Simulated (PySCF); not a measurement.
Se(OH)(OSiH3) (H4O2SeSi), SMILES O[Se]O[SiH3]. Heavy atoms are numbered as in [Se:1]([OH:2])[O:4][SiH3:5]. Hydrogens are named by the atom that carries them.

Geometry: PBE-D3(BJ)/def2-SVP. One conformer was computed; it need not be the lowest.

Method: PySCF with PBE/pcSseg-1.

GIAO shieldings, no solvent; atoms alike by connectivity are averaged. δ = σ(ref) − σ: ⁷⁷Se against Me2Se (σ = 1634.8 ppm); ¹⁷O against H2O (σ = 334.3 ppm); ¹H against TMS (σ = 31.49 ppm); ²⁹Si against TMS (σ = 335.4 ppm), references at their B3LYP-D3(BJ)/def2-TZVP geometries, non-relativistic.

```tsv
atoms	nucleus	count	δ (ppm)
Se1	⁷⁷Se	1	2459.1
O2 (OH)	¹⁷O	1	___
O4	¹⁷O	1	___
H on O2	¹H	1	___
H on Si5	¹H	3	5.60
Si5 (SiH3)	²⁹Si	1	-23.1
```

Fill in the missing entries. (Estimate from the structure and the level; the computed values follow.)


- H on O2, δ (ppm): 7.11
- O2 (OH), δ (ppm): 138.7
- O4, δ (ppm): 107.3
